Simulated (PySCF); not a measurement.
## Manganese: highly charged ions in a basis for the neutral atom

Mn⁷⁺ [Ar], Mn⁸⁺ [Ne] 3s2 3p5. Computed with PySCF 2.14 in cc-pVTZ-DK (7s6p4d2f1g, 68 functions), with the spin-free X2C one-electron Hamiltonian (Gaussian nucleus). No spin-orbit coupling, so a gap to NIST mixes the basis error with missing relativistic terms.

Changed run: basis of the neutral atom used for a highly charged ion. This setting is unsound on purpose.

```tsv
species	method	sound run (hartree)	changed run (hartree)	converged
Mn⁷⁺	UHF	not run	-1143.11840	yes
Mn⁷⁺	PBE0	not run	-1143.73895	yes
Mn⁷⁺	PBE	not run	-1143.68216	yes
Mn⁸⁺	UHF	not run	-1135.95729	yes
Mn⁸⁺	PBE0	not run	-1136.52761	yes
Mn⁸⁺	PBE	not run	-1136.47501	yes
```

Ionisation energy of Mn⁷⁺:

```
method  changed run (eV)    NIST (eV)
   UHF            194.86  195.5 ± 0.3
  PBE0            196.23  195.5 ± 0.3
   PBE            196.12  195.5 ± 0.3
```

The contracted functions were made for the neutral atom and can be too rigid for a highly charged ion.
